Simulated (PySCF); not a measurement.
C2H10GaN3, singlet, geometry from GFN2-xTB (such geometries of metal compounds can be far from the true shape) (in this run its highest filled SCF level lies above zero, so its values depend strongly on the basis, on diffuse functions most of all), atoms displaced at random by about 0.03 Å a coordinate; PBE/STO-3G, gradient (PySCF).

The PySCF input:
```python
from pyscf import gto, scf, dft

mol = gto.Mole()
mol.atom = '''
    Ga    0.50526182   -0.25350759    0.13519069
    N     1.85503933   -0.36575918   -1.08183187
    H     2.74254863   -0.70892586   -0.75847561
    H     1.96670574    0.39727119   -1.79913187
    N     0.63050387   -1.23565568    1.61161276
    H     0.05519818   -1.13727576    2.47827459
    H     1.55663253   -1.59178645    1.99581210
    N    -1.10936155    0.47715702   -0.31577349
    C    -1.23376245    1.32129413   -1.52801583
    C    -2.18338872    0.68606556    0.63689508
    H    -2.15511050    0.98969233   -2.05423419
    H    -1.34286793    2.43426914   -1.29338425
    H    -0.36049056    1.15928311   -2.17341709
    H    -2.31543955    1.76425578    1.00092485
    H    -3.09401579    0.34609297    0.12912693
    H    -1.96313320    0.07486685    1.48231190
'''
mol.basis = 'sto-3g'
mol.verbose = 4
mol.build()

mf = dft.RKS(mol)
mf.xc = 'pbe'
mf.conv_tol = 1e-4
mf.kernel()
g = mf.nuc_grad_method()
grad = g.kernel()
```

What the program printed (banner, timings and long lists left out):

```
PySCF version 2.14.0

[INPUT] verbose = 4
[INPUT] num. atoms = 16
[INPUT] num. electrons = 74
[INPUT] charge = 0
[INPUT] spin (= nelec alpha-beta = 2S) = 0
[INPUT] symmetry False subgroup None
[INPUT] Mole.unit = angstrom
[INPUT] Symbol           X                Y                Z      unit          X                Y                Z       unit  Magmom
[...]
nuclear repulsion = 480.054319762048
number of shells = 33
number of NR pGTOs = 159
number of NR cGTOs = 53
basis = sto-3g
ecp = {}

******** <class 'pyscf.dft.rks.RKS'> ********
method = RKS
initial guess = minao
damping factor = 0
level_shift factor = 0
DIIS = <class 'pyscf.scf.diis.CDIIS'>
diis_start_cycle = 1
diis_space = 8
diis_damp = 0
SCF conv_tol = 0.0001
SCF conv_tol_grad = None
SCF max_cycles = 50
direct_scf = True
direct_scf_tol = 1e-13
XC library pyscf.dft.libxc version 7.1.2
    S. Lehtola, C. Steigemann, M. J. T. Oliveira, and M. A. L. Marques,  SoftwareX 7, 1–5 (2018)
XC functionals = pbe
    J. P. Perdew, K. Burke, and M. Ernzerhof,  Phys. Rev. Lett. 77, 3865 (1996)
    J. P. Perdew, K. Burke, and M. Ernzerhof,  Phys. Rev. Lett. 78, 1396 (1997)
    J. P. Perdew, K. Burke, and M. Ernzerhof,  Phys. Rev. Lett. 77, 3865 (1996)
    J. P. Perdew, K. Burke, and M. Ernzerhof,  Phys. Rev. Lett. 78, 1396 (1997)
radial grids:
    Treutler-Ahlrichs [JCP 102, 346 (1995); DOI:10.1063/1.469408] (M4) radial grids

becke partition: Becke, JCP 88, 2547 (1988); DOI:10.1063/1.454033
pruning grids: <function nwchem_prune>
grids dens level: 3
symmetrized grids: False
atomic radii adjust function: <function treutler_atomic_radii_adjust>
small_rho_cutoff = 0
Set gradient conv threshold to 0.01
Initial guess from minao.
tot grids = 188928
init E= -2143.24701151759
[...]
cycle= 1 E= -2144.69942456777  delta_E= -1.45  |g|= 0.91  |ddm|= 4.89
[...]
cycle= 2 E= -2111.00124693693  delta_E= 33.7  |g|= 11.4  |ddm|= 10.9
[...]
cycle= 3 E= -2144.58801755493  delta_E= -33.6  |g|= 1.12  |ddm|= 9.92
[...]
cycle= 4 E= -2144.96618033582  delta_E= -0.378  |g|= 0.433  |ddm|= 1.71
[...]
cycle= 5 E= -2145.01620772803  delta_E= -0.05  |g|= 0.12  |ddm|= 0.531
[...]
cycle= 6 E= -2145.01977102483  delta_E= -0.00356  |g|= 0.0648  |ddm|= 0.25
[...]
cycle= 7 E= -2145.02110923151  delta_E= -0.00134  |g|= 0.0224  |ddm|= 0.131
[...]
cycle= 8 E= -2145.02126803541  delta_E= -0.000159  |g|= 0.00748  |ddm|= 0.057
[...]
cycle= 9 E= -2145.02128474483  delta_E= -1.67e-05  |g|= 0.00253  |ddm|= 0.0114
[...]
Extra cycle  E= -2145.0212329472  delta_E= 5.18e-05  |g|= 0.0129  |ddm|= 0.0284
converged SCF energy = -2145.0212329472

******** <class 'pyscf.grad.rks.Gradients'> for <class 'pyscf.dft.rks.RKS'> ********
unit = Eh/Bohr
grid_response = False
--------------- RKS gradients ---------------
         x                y                z
0 Ga    -0.0017543188     0.0145083644    -0.0078711484
1 N     0.1094691218    -0.0178732302    -0.0415871271
2 H    -0.0421029868     0.0100098539    -0.0082220518
3 H    -0.0053393869     0.0061118610    -0.0038225278
4 N    -0.0106930551    -0.0369702464     0.0622402183
5 H     0.0118124789    -0.0048902369     0.0022234170
6 H     0.0055260718    -0.0031674818     0.0124416543
7 N    -0.1124679784     0.0318480873    -0.0093779623
8 C     0.0161170183    -0.0133523776    -0.0048158295
9 C     0.0134905505    -0.0314695920     0.0061570928
10 H     0.0020969142    -0.0055598415     0.0082733960
11 H    -0.0029875148     0.0165117812     0.0039508553
12 H    -0.0042832624    -0.0011393518     0.0062590604
13 H    -0.0014029034     0.0162426346     0.0091390938
14 H     0.0208627159    -0.0006246951    -0.0049350957
15 H     0.0016546599     0.0197938681    -0.0300203278
----------------------------------------------
```
